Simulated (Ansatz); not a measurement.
`C[NH][GeH]([F])[F]` → `[F][Ge][F]` + CH₃NH₂ at 500 K and 1 bar (germylene formation by 1,1-elimination).

Calculated with Ansatz (gas phase, PBE0-D4/def2-TZVP geometries, no zero-point term in ΔE). CBS: MP2 limit from def2 TZ/QZ plus the TZ coupled-cluster correction, frozen cores. For Ge outer-core shells are correlated without core-valence functions, which leaves a few kJ/mol of doubt a bond. Scalar relativity is left out up to krypton. Each species was taken in one conformer, which may not be the lowest.

```
             species  CCSD(T)/CBS energy (Eh)  H − E (kJ/mol)  S (J/(mol·K))
`C[NH][GeH]([F])[F]`              -2371.54669           223.1          419.1
        `[F][Ge][F]`              -2275.77030            31.8          297.3
              CH₃NH₂                -95.75281           191.8          270.3
```

H − E and S are ideal-gas, rigid-rotor, harmonic terms from PBE0-D4/def2-TZVP, for one conformer and one mirror image of each species. 1 Eh = 2625.50 kJ/mol, R = 8.31446 J/(mol·K).

Question: By hand: ΔE, ΔH, ΔS and ΔG.

Answer: ΔE = (-2275.77030) + (-95.75281) − (-2371.54669) = 0.02358 Eh = 61.9 kJ/mol. Δ(H − E) = 31.8 + 191.8 − 223.1 = 0.5, so ΔH = 62.4 kJ/mol. ΔS = 297.3 + 270.3 − 419.1 = 148.5 J/(mol·K). ΔG = 62.4 − 500 × (148.5)/1000 = -11.9 kJ/mol.

Question: By hand: the equilibrium constant, and the temperature at which ΔG would vanish if ΔH and ΔS stayed fixed.

Answer: log₁₀ K = −ΔG/(RT ln 10) = 1.2. ΔG = 0 at ΔH/ΔS = 420 K.

The number of gas molecules changes by +1, which sets the sign of ΔS. A doubt of 5 kJ/mol in ΔE shifts log₁₀ K by 0.5 here. Other conformers and mirror images would add mixing entropy, several J/(mol·K) or more a flexible species. These are equilibria of isolated gas molecules and say nothing of rates. Largest T1 diagnostic: 0.015 (customary marks: 0.02 for closed shells, 0.045 for open ones).
